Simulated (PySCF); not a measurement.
C3H9FOSi, SMILES CC(C)(F)[SiH2]O.

Coordinates come from a r2SCAN-D4/def2-SVP optimisation. The structure was generated by enumeration, and PubChem lists no compound with its InChIKey, so it may never have been made. Other conformers were not sampled.

Two levels are set side by side: PBE/def2-TZVP (PySCF) and M06-2X/def2-TZVP (PySCF). Same geometry, gas phase. Differences are taken from unrounded values.

| quantity | M06-2X | PBE | PBE minus M06-2X |
|---|---|---|---|
| orbital gap (eV) | 10.29 | 5.96 | -4.34 |
| highest occupied level (eV) | -9.30 | -6.60 | 2.70 |
| lowest empty level (eV) | 0.99 | -0.64 | -1.63 |
| dipole moment (D) | 1.83 | 1.68 | -0.14 |
| mean polarisability (bohr³) | 65.2 | 69.3 | 4.0 |

PBE's occupied levels lie high since its potential decays too fast outside the molecule; exact exchange lowers them and widens the gap. Loosely held outer electrons make PBE densities more polarisable. Differences between two approximate levels are no errors against the true value.

Rough cost on one machine, each run with all the roots and properties that it gave: M06-2X against PBE about 3 times.
